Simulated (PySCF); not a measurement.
C₄H₁₀OSi, SMILES CCC(=C)[SiH2]O.

Geometry optimised at B3LYP-D3(BJ)/def2-SVP. The structure was generated by enumeration, and PubChem lists no compound with its InChIKey, so it may never have been made. One conformer was computed; it need not be the lowest.

Level of theory: SMD-B3LYP/def2-SVP run with PySCF.

Solvation free energies are E(SMD) − E(gas) at the gas-phase geometry, for 1 M in both phases. In vacuum the dipole moment is 1.67 D.

Task: Estimate the solvation free energies in water, chlorobenzene, dimethylsulfoxide. (Estimate from the structure and the level; the computed values follow.)

Result: 
| solvent | ΔG(solv) (kcal/mol) | its non-electrostatic (CDS) part | dipole (D) |
|---|---|---|---|
| water | -1.7 | 4.5 | 2.17 |
| chlorobenzene | -4.0 | -1.4 | 1.92 |
| dimethylsulfoxide | -2.9 | 0.5 | 2.00 |
